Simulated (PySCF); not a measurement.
Species: C₆H₁₃As.
Cartesian coordinates in Å at the PBE0-D3(BJ)/def2-SVP level; atoms count from 1:
```
atom  x, y, z in Å
C1    -2.3829    1.6307   -0.2394
As2   -1.2164    0.2105   -0.9401
C3    -1.9974   -1.2668    0.0969
C4     0.3176    0.5706    0.2612
C5     1.3477   -0.5251    0.2342
C6     2.8015   -0.2214    0.4638
C7     2.3248   -0.6217   -0.9014
H8    -2.4346    1.6077    0.8601
H9    -1.9996    2.6104   -0.5606
H10   -3.3965    1.5098   -0.6491
H11   -1.3901   -2.1741   -0.0344
H12   -2.0570   -1.0228    1.1690
H13   -3.0089   -1.4782   -0.2802
H14   -0.0611    0.7341    1.2844
H15    0.7640    1.5205   -0.0793
H16    1.0017   -1.4832    0.6393
H17    3.3995   -0.9339    1.0384
H18    3.0779    0.8252    0.6224
H19    2.5916   -1.6125   -1.2782
H20    2.2753    0.1501   -1.6754
```

Computed with PySCF at PBE0/def2-SVPD, non-relativistic, on one gas-phase PBE0-D3(BJ)/def2-SVP geometry that isn't relaxed in the solvent. The solvent is an IEF-PCM continuum (cavity from Bondi-type radii × 1.2), and excitations are vertical TDDFT with non-equilibrium linear response and a frozen core. Only the electrostatic response of the medium enters. Spin–orbit coupling is left out although an atom past zinc is present.

Gas-phase singlets (H = HOMO, L = LUMO):

```json
{"state": "S1", "E (eV)": "6.139", "λ (nm)": "202", "f": "0.070", "leading configuration": "H→L 86%"}
{"state": "S2", "E (eV)": "6.166", "λ (nm)": "201", "f": "0.061", "leading configuration": "H→L+1 86%"}
{"state": "S3", "E (eV)": "6.400", "λ (nm)": "194", "f": "0.103", "leading configuration": "H→L+2 93%"}
{"state": "S4", "E (eV)": "6.776", "λ (nm)": "183", "f": "0.134", "leading configuration": "H→L+3 90%"}
{"state": "S5", "E (eV)": "6.975", "λ (nm)": "178", "f": "0.024", "leading configuration": "H→L+4 84%"}
```

How does the list change in chloroform (ε = 4.711)?

```json
{"state": "S1", "E (eV)": "6.160", "λ (nm)": "201", "f": "0.126", "leading configuration": "H→L 86%", "change by rank (eV)": "+0.021"}
{"state": "S2", "E (eV)": "6.259", "λ (nm)": "198", "f": "0.155", "leading configuration": "H→L+1 83%", "change by rank (eV)": "+0.093"}
{"state": "S3", "E (eV)": "6.458", "λ (nm)": "192", "f": "0.066", "leading configuration": "H→L+2 86%", "change by rank (eV)": "+0.058"}
{"state": "S4", "E (eV)": "6.743", "λ (nm)": "184", "f": "0.238", "leading configuration": "H→L+3 87%", "change by rank (eV)": "-0.033"}
{"state": "S5", "E (eV)": "7.119", "λ (nm)": "174", "f": "0.016", "leading configuration": "H→L+4 69%", "change by rank (eV)": "+0.144"}
```

The ground-state energy changes by -0.087 eV from gas to chloroform. By how much does the total energy of gas-phase S4 change?

E(S4) = E(S0) + excitation energy, so it changes by -0.087 − 0.033 = -0.120 eV: it is lowered more than the ground state, which is what a red shift means. This is the vertical state, with the slow part of the continuum still set for S0.

How do the frontier levels move from gas to chloroform?

```json
{"orbital": "LUMO+2", "gas (eV)": "0.95", "solvent (eV)": "1.04", "change (eV)": "+0.09", "Löwdin shares, gas": "As2 20 %, C4 11 %, C6 11 %, C7 9 %", "Löwdin shares, solvent": "As2 18 %, C4 11 %, C6 11 %, C7 10 %"}
{"orbital": "LUMO+1", "gas (eV)": "0.80", "solvent (eV)": "0.90", "change (eV)": "+0.10", "Löwdin shares, gas": "C1 23 %, As2 23 %, H9 10 %, H8 9 %", "Löwdin shares, solvent": "C1 23 %, As2 21 %, H10 9 %, H8 9 %"}
{"orbital": "LUMO", "gas (eV)": "0.74", "solvent (eV)": "0.85", "change (eV)": "+0.11", "Löwdin shares, gas": "C3 22 %, As2 12 %, H11 10 %, H12 9 %", "Löwdin shares, solvent": "As2 25 %, C3 20 %, H11 9 %, H12 7 %"}
{"orbital": "HOMO", "gas (eV)": "-6.40", "solvent (eV)": "-6.42", "change (eV)": "-0.02", "Löwdin shares, gas": "As2 57 %, C4 12 %, C3 9 %, C1 9 %", "Löwdin shares, solvent": "As2 57 %, C4 12 %, C3 9 %, C1 9 %"}
{"orbital": "HOMO-1", "gas (eV)": "-7.69", "solvent (eV)": "-7.61", "change (eV)": "+0.08", "Löwdin shares, gas": "C5 21 %, C6 17 %, As2 16 %, C4 12 %", "Löwdin shares, solvent": "C5 20 %, As2 17 %, C6 16 %, C4 12 %"}
{"orbital": "HOMO-2", "gas (eV)": "-8.30", "solvent (eV)": "-8.22", "change (eV)": "+0.08", "Löwdin shares, gas": "C7 36 %, C6 22 %, C5 17 %, C4 7 %", "Löwdin shares, solvent": "C7 36 %, C6 22 %, C5 17 %, C4 8 %"}
{"orbital": "HOMO-3", "gas (eV)": "-8.74", "solvent (eV)": "-8.65", "change (eV)": "+0.09", "Löwdin shares, gas": "C3 26 %, As2 23 %, C1 22 %, H11 6 %", "Löwdin shares, solvent": "C3 26 %, As2 23 %, C1 22 %, H11 6 %"}
```

The HOMO–LUMO gap goes from 7.14 to 7.27 eV.
